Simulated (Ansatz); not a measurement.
Species: sum formula FeO2H2, net charge 0, quintet state. The spin state was set by rule; other spins were not relaxed. 
Structure (B3LYP-D3(BJ)/def2-TZVP (Ansatz, a first-principles code) minimum search):
SMILES: [OH][Fe][OH]
```xyz
5

Fe    -0.0001    -0.0005    -0.0002
O      1.1657     0.2069    -1.3431
H      2.0675     0.5300    -1.3214
O     -1.1929    -0.3070     1.2994
H     -1.8470     0.2830     1.6763
```
Charge 0, spin multiplicity 5.

Property: atomisation energy (electronic, to ground-state atoms), in kcal/mol. Valence correlation only, unless marked. UHF or UKS for open shells. Spin-orbit coupling is left out. The frozen core is the preceding noble-gas configuration, with the filled d and f shells of earlier blocks. No relativistic terms. The coupled-cluster limit lacks core correlation, which all-electron functionals hold. CBS(X,Y): correlation extrapolated as X^-3; Hartree-Fock from the larger set. [CCSD(T)-MP2]/basis is that difference in the basis named.

| level | program | atomisation energy (kcal/mol) | minus last row |
|---|---|---|---|
| HF/6-31G | Ansatz | 216.8 | -188.1 |
| revPBE/def2-TZVPD | Ansatz | 399.2 | -5.7 |
| B3LYP-D4/def2-TZVPD | Ansatz + dftd4 | 402.2 | -2.7 |
| wB97X-V/def2-TZVPD | Ansatz | 407.2 | 2.3 |
| CCSD(T)/def2-TZVPP | Ansatz | 389.5 | -15.4 |
| RI-MP2/CBS(def2-TZVPP,def2-QZVPP)+[CCSD(T)-MP2]/def2-TZVPP | Ansatz | 406.1 | 1.2 |
| RI-MP2/CBS(def2-TZVPPD,def2-QZVPPD)+[CCSD(T)-MP2]/def2-TZVPPD | Ansatz | 404.9 | 0.0 |
